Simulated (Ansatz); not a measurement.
Reaction (ligand exchange at a Mg–C bond): `C[CH2][MgH]` + HBr → `[MgH][Br]` + `CC`

Isolated molecules relaxed with PBE0-D4/def2-TZVP in Ansatz; ΔE leaves out vibrations. CBS: MP2 limit from def2 TZ/QZ plus the TZ coupled-cluster correction, frozen cores. This one scheme is used for every species. DFT in def2-TZVPP. For Br, Mg outer-core shells are correlated without core-valence functions, which leaves a few kJ/mol of doubt a bond. Scalar relativity is left out up to krypton.

Question: Is it downhill or uphill in electronic energy at CCSD(T)/CBS, and by how much? (Best estimate.)

Answer: The calculation gave: Downhill: ΔE = -249.4 kJ/mol.

Question: What do these levels give: LDA (SPW92), PBE0, r2SCANh, MP2/def2-SVP, CCSD(T)/def2-SVP, CCSD/CBS(def2)? (An estimate is asked.)

Answer: Ansatz gave: LDA (SPW92) -234.9, PBE0 -252.9, r2SCANh -260.3, MP2/def2-SVP -263.7, CCSD(T)/def2-SVP -258.3, CCSD/CBS(def2) -254.0 kJ/mol.

Largest T1 diagnostic among the species: 0.008.

From PBE to PBE0 (25 % exact exchange), in def2-TZVPP and without D4, ΔE moves by −11.8 kJ/mol. The D4 term adds +3.4 kJ/mol with B3LYP and +1.9 kJ/mol with PBE0; it sums over pairs of atoms, weighted by their polarisabilities, and B3LYP, whose exchange is more repulsive, gets the larger term. At CCSD(T), def2-SVP lies −8.9 kJ/mol from the extrapolated value and def2-TZVPP +2.8 kJ/mol.

B3LYP here is the variant with VWN-RPA as its local correlation; programs differ in this.
